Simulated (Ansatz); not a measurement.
Reaction 4 R1 → 3 P1 + P2, each structure at its B3LYP-D3(BJ)/def2-SVP stationary point, reached from a drawn start (curvature not checked).
P1: H3O4P (SMILES O=P(O)(O)O), charge 0, multiplicity 1.
R1: H3O3P (SMILES OP(O)O), charge 0, multiplicity 1.
P2, PH3 (SMILES P) (charge 0, multiplicity 1):
```tsv
atom	x (Å)	y (Å)	z (Å)
P	0.0000	0.0000	0.5856
H	0.0000	1.1981	-0.1952
H	1.0376	-0.5990	-0.1952
H	-1.0376	-0.5990	-0.1952
```

P less R. No zero-point or thermal terms. One arrangement of each flexible species, with no search for the lowest.

Frozen-core correlation throughout.

Codes used: Ansatz (a first-principles code) with Gaussian orbitals. Each number belongs to the level named beside it.

Total energies in hartree:

```tsv
structure	PBE/def2-TZVPP	B3LYP/def2-TZVPP	CCSD(T)/cc-pV(T+d)Z
P1	-643.880070	-644.363231	-643.382678
R1	-568.632035	-569.041763	-568.180925
P2	-342.983861	-343.177295	-342.694967
```

### Question
Work out the reaction energy at each level in eV (1 hartree = 27.21139 eV), and say how far PBE/def2-TZVPP lies from CCSD(T)/cc-pV(T+d)Z.

### Answer
- PBE/def2-TZVPP: 3 × (-643.880070) + (-342.983861) − 4 × (-568.632035) = -0.095931 hartree = -2.610 eV
- B3LYP/def2-TZVPP: 3 × (-644.363231) + (-343.177295) − 4 × (-569.041763) = -0.099936 hartree = -2.719 eV
- CCSD(T)/cc-pV(T+d)Z: 3 × (-643.382678) + (-342.694967) − 4 × (-568.180925) = -0.119301 hartree = -3.246 eV
PBE/def2-TZVPP less CCSD(T)/cc-pV(T+d)Z: 0.636 eV. CCSD(T)/cc-pV(T+d)Z is the level counted from, the highest shown, and no exact or measured value.
